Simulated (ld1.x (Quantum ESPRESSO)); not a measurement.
# Transferability test, TM semilocal potential for arsenic (As)

- Element: arsenic (As)
- Generator: ld1.x (Quantum ESPRESSO) 7.5
- Type: norm-conserving Troullier–Martins (semilocal form)
- Functional: PBE
- Relativity: scalar-relativistic
- Frozen core: [Ne] 3s2
- Valence charge: 21
- Reference configuration: 3p6 3d10 4s2 4p2.75 (charge +0.25)
- Partial waves: 3p (bound): rc 0.60 bohr; 3d (bound): rc 1.05 bohr; 4s (bound): rc 1.45 bohr
- Local potential: the s channel
- Core correction: none

Occupied shells without a wave of their own: 4p. They enter only through the test configuration that unscreens the potential.

Energies are relative to the spin-unpolarised reference configuration 3p6 3d10 4s2 4p2.75; without spin polarisation the order of configurations can differ from experiment.

```tsv
valence configuration	charge	ΔE all-electron (eV)	error AE − PS (meV)
3p6 3d10 4s2 4p2	+1	7.615	-24
3p6 3d10 4s2 4p1	+2	25.533	-71
3p6 3d10 4s0 4p5	0	17.522	+34
3p6 3d10 4s2 4p3.3	-0.3	-2.768	+12
3p6 3d9 4s2 4p3	+1	49.296	-26
3p6 3d10 4s1 4p3	+1	17.722	+0.3
```

(1) What are ΔE and the potential's error for 3p6 3d10 4s2 4p3?

Levels in the configuration 3p6 3d10 4s2 4p1:

```
level  all-electron (eV)  pseudo (eV)
   3p           -155.031     -155.125
   3d            -61.938      -62.018
   4s            -33.447      -33.457
   4p            -22.668      -22.720
```

Results:

(1) ΔE = -1.534 eV all-electron; the error (AE − PS) is +6.0 meV.

ld1.x printed “convergence not achieved” for 6 of the counted tests; their residual had stalled under 1e-8, short of the target of 1e-14.
